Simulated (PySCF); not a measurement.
Radial density of Sm(2+) (samarium, charge +2)

UHF, [Xe] 4f5 6s1, one real determinant (an excited configuration). Computed with PySCF 2.14 in x2c-TZVPPall with one added diffuse shell each of s, p, d, f type (12s8p8d5f2g, 129 functions), with scalar relativity by spin-free X2C-1e.

| r (bohr) | 4πr²ρ (e/bohr) | 4πr²(ρα − ρβ) |
| --- | --- | --- |
| 0.0264 | 73.02 | 0.0027 |
| 0.0445 | 85.86 | 0.0080 |
| 0.0748 | 108.3 | 0.0015 |
| 0.126 | 80.73 | 0.0405 |
| 0.212 | 94.22 | 0.7129 |
| 0.356 | 39.58 | 3.3291 |
| 0.599 | 43.68 | 5.8640 |
| 1.01 | 14.78 | 3.7157 |
| 1.69 | 6.304 | 0.6722 |
| 2.85 | 0.8483 | 0.3288 |
| 4.79 | 0.1854 | 0.1843 |
| 8.06 | 0.0006748 | 0.0006 |
| 13.6 | 9.861e-05 | 0.0001 |

Densities and radii are taken from the X2C orbitals without a picture-change correction, which distorts them close to the nucleus.

⟨L²⟩ = 24.03 against 30 for a pure H term, so this real determinant mixes terms. Spin-orbit coupling, absent here, splits the open shell strongly.
